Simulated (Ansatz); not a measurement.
`C=[N][SnH3]` and `C=[N][AlH2]` differ in one atom or group.

Ansatz, PBE0-D4/def2-TZVP geometries, multiplicity 1. 

Elements past krypton have def2 core potentials.

```
                                        property  `C=[N][SnH3]`
               HOMO energy (PBE/def2-TZVPP) / eV          -5.50
             HOMO energy (B3LYP/def2-TZVPP) / eV          -6.59
  size of the dipole moment (PBE/def2-TZVPP) / D           1.26
size of the dipole moment (B3LYP/def2-TZVPP) / D           1.38
  zero-point energy (PBE0-D4/def2-TZVP) / kJ/mol          130.8
              LUMO energy (PBE0/def2-TZVPP) / eV          -0.54
```

(1) What does the change do to each property? (An estimate is asked.)

Results:

(1) The calculation gave: 
| property | `C=[N][AlH2]` | shift |
| --- | --- | --- |
| HOMO energy (PBE/def2-TZVPP) / eV | -5.56 | -0.06 |
| HOMO energy (B3LYP/def2-TZVPP) / eV | -6.58 | 0.01 |
| size of the dipole moment (PBE/def2-TZVPP) / D | 1.48 | 0.22 |
| size of the dipole moment (B3LYP/def2-TZVPP) / D | 1.44 | 0.06 |
| zero-point energy (PBE0-D4/def2-TZVP) / kJ/mol | 113.3 | -17.5 |
| LUMO energy (PBE0/def2-TZVPP) / eV | -0.92 | -0.38 |

The zero-point energy changes by -17.5 kJ/mol with -3 modes. Dipoles are sizes alone; their direction can turn.

B3LYP here is the variant with VWN-RPA as its local correlation; programs differ in this.
